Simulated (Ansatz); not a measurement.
`[GeH3][SiH2][GeH2][GeH3]` + `[NH2][AlH2]` → `[AlH2][NH][SiH2][GeH3]` + digermane at 500 K and 1 bar (cleavage of the Si–Ge bond).

Calculated with Ansatz (gas phase, PBE0-D4/def2-TZVP geometries, no zero-point term in ΔE). CCSD(T)/CBS adds triple-zeta CCSD(T) − MP2 to the extrapolated MP2 energy (def2 sets, frozen cores). This one scheme is used for every species. For Ge outer-core shells are correlated without core-valence functions, which leaves a few kJ/mol of doubt a bond. Scalar relativity is left out up to krypton. One conformer a species, not always the lowest.

```csv
species,CCSD(T)/CBS energy (Eh),H − E (kJ/mol),S (J/(mol·K))
`[GeH3][SiH2][GeH2][GeH3]`,-6523.43025,278.6,553.8
`[NH2][AlH2]`,-299.14566,129.9,289.4
`[AlH2][NH][SiH2][GeH3]`,-2666.76326,242.4,472.0
`[GeH3][GeH3]`,-4155.81928,158.3,351.1
```

H − E and S are ideal-gas, rigid-rotor, harmonic terms from PBE0-D4/def2-TZVP, for one conformer and one mirror image of each species. 1 Eh = 2625.50 kJ/mol, R = 8.31446 J/(mol·K).

By hand: ΔE, ΔH, ΔS and ΔG.

ΔE = (-2666.76326) + (-4155.81928) − (-6523.43025) − (-299.14566) = -0.00663 Eh = -17.4 kJ/mol. Δ(H − E) = 242.4 + 158.3 − 278.6 − 129.9 = -7.8, so ΔH = -25.2 kJ/mol. ΔS = 472.0 + 351.1 − 553.8 − 289.4 = -20.1 J/(mol·K). ΔG = -25.2 − 500 × (-20.1)/1000 = -15.1 kJ/mol.

By hand: the equilibrium constant, and the temperature at which ΔG would vanish if ΔH and ΔS stayed fixed.

log₁₀ K = −ΔG/(RT ln 10) = 1.6. ΔG = 0 at ΔH/ΔS = 1254 K.

TΔS isn't small against ΔH here. A doubt of 5 kJ/mol in ΔE shifts log₁₀ K by 0.5 here. Other conformers and mirror images would add mixing entropy, several J/(mol·K) or more a flexible species. Modes under 60 cm⁻¹, often nearly free rotors, make the harmonic entropy too high. These are equilibria of isolated gas molecules and say nothing of rates. Largest T1 diagnostic: 0.012 (customary marks: 0.02 for closed shells, 0.045 for open ones).
